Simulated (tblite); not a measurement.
Compound: C₃H₅BrOSi.
Atom-mapped SMILES: `[O:1]=[C:2]([SiH3:3])/[CH:4]=[CH:5]\[Br:6]` (hydrogens: H7, H8, H9 on Si3; H10 on C4; H11 on C5)

Computed with GFN2-xTB (tblite), gas phase: L-BFGS steps from a force-field or distance-geometry start until the largest atomic force falls under 0.01 eV/Å.

Step 8: E = -511.2246 eV
```
atom  x, y, z in Å  |  force x, y, z in eV/Å
O1     -0.3346   -2.1849   -0.5214   -0.038  -0.248  -0.069
C2     -0.1420   -1.0170   -0.2535    0.000   0.267   0.052
Si3    -1.6668    0.1510   -0.1170   -0.265   0.049   0.029
C4      1.2417   -0.5623   -0.0237    0.179   0.399   0.113
C5      1.6793    0.6578    0.2821   -0.086   0.065   0.010
Br6     0.6613    2.2333    0.5160    0.098  -0.080  -0.022
H7     -1.7235    0.6402    1.2674   -0.024  -0.024  -0.119
H8     -2.8460   -0.6782   -0.3601    0.103  -0.039  -0.031
H9     -1.5807    1.1955   -1.1473   -0.018  -0.126   0.103
H10     1.9992   -1.3346   -0.1098   -0.059  -0.036  -0.022
H11     2.7176    0.9019    0.4414    0.109  -0.228  -0.043
```

Step 9: E = -511.2347 eV
```
atom  x, y, z in Å  |  force x, y, z in eV/Å
O1     -0.3363   -2.1781   -0.5226    0.044  -0.198  -0.041
C2     -0.1415   -1.0102   -0.2487   -0.082   0.171  -0.009
Si3    -1.6690    0.1404   -0.1158   -0.333   0.151   0.042
C4      1.2375   -0.5513   -0.0232    0.172   0.321   0.121
C5      1.6855    0.6636    0.2845   -0.077   0.085   0.007
Br6     0.6788    2.2470    0.5189    0.102  -0.125  -0.027
H7     -1.7310    0.6377    1.2630   -0.017  -0.006  -0.077
H8     -2.8450   -0.6870   -0.3667    0.074  -0.073  -0.024
H9     -1.5884    1.1835   -1.1439    0.006  -0.073   0.070
H10     1.9849   -1.3293   -0.1107    0.051  -0.089  -0.026
H11     2.7301    0.8862    0.4394    0.060  -0.164  -0.036
```

Step 10: E = -511.2432 eV
```
atom  x, y, z in Å  |  force x, y, z in eV/Å
O1     -0.3363   -2.1730   -0.5241    0.131  -0.030   0.010
C2     -0.1430   -1.0032   -0.2449   -0.121   0.056  -0.054
Si3    -1.6779    0.1331   -0.1136   -0.263   0.153   0.034
C4      1.2351   -0.5380   -0.0212    0.067   0.100   0.077
C5      1.6916    0.6720    0.2871   -0.002   0.059   0.004
Br6     0.7007    2.2603    0.5219    0.062  -0.110  -0.023
H7     -1.7395    0.6349    1.2583   -0.020   0.031   0.003
H8     -2.8432   -0.6978   -0.3741   -0.002  -0.123  -0.022
H9     -1.5967    1.1704   -1.1404    0.022   0.015   0.012
H10     1.9718   -1.3256   -0.1121    0.104  -0.064  -0.016
H11     2.7428    0.8694    0.4372    0.022  -0.088  -0.024
```

Step 11: E = -511.2475 eV
```
atom  x, y, z in Å  |  force x, y, z in eV/Å
O1     -0.3339   -2.1707   -0.5247    0.150   0.095   0.037
C2     -0.1460   -0.9990   -0.2439   -0.084   0.006  -0.053
Si3    -1.6879    0.1319   -0.1117   -0.145   0.083   0.011
C4      1.2346   -0.5300   -0.0190   -0.026  -0.060   0.027
C5      1.6955    0.6776    0.2885    0.052  -0.004  -0.002
Br6     0.7162    2.2675    0.5237    0.013  -0.067  -0.017
H7     -1.7452    0.6337    1.2566   -0.027   0.059   0.060
H8     -2.8426   -0.7066   -0.3789   -0.057  -0.146  -0.020
H9     -1.6015    1.1633   -1.1391    0.023   0.075  -0.025
H10     1.9663   -1.3246   -0.1132    0.081   0.000  -0.001
H11     2.7499    0.8596    0.4357    0.020  -0.041  -0.016
```

Question: Estimate the geometry and energy of step 12. (The exact step hangs on the optimiser's Hessian estimate; all steps are aligned on step 11, rigid shifts and turns removed.)

Answer: E = -511.2504 eV, largest force 0.185 eV/Å
```
atom  x, y, z in Å  |  force x, y, z in eV/Å
O1     -0.3297   -2.1687   -0.5247    0.117   0.138   0.038
C2     -0.1493   -0.9955   -0.2442   -0.019  -0.004  -0.027
Si3    -1.6973    0.1328   -0.1103   -0.052   0.013  -0.011
C4      1.2340   -0.5260   -0.0170   -0.069  -0.123  -0.007
C5      1.6987    0.6804    0.2891    0.073  -0.059  -0.008
Br6     0.7270    2.2711    0.5247   -0.022  -0.032  -0.012
H7     -1.7495    0.6340    1.2570   -0.035   0.070   0.078
H8     -2.8432   -0.7150   -0.3823   -0.074  -0.139  -0.014
H9     -1.6043    1.1604   -1.1391    0.016   0.102  -0.037
H10     1.9645   -1.3241   -0.1139    0.037   0.049   0.010
H11     2.7547    0.8532    0.4347    0.029  -0.015  -0.010
```

The energy changes by -0.0028 eV. The first-order estimate −F·Δx gives -0.0039 eV and the mean of the old and new forces, exact on a quadratic surface, -0.0029 eV. The step makes an angle of 61° with the force vector and moves no atom by more than 0.011 Å.

What follows is the cost of the whole relaxation. The run took 0.54 s on Intel Xeon at 2.50 GHz, one thread, shared host.
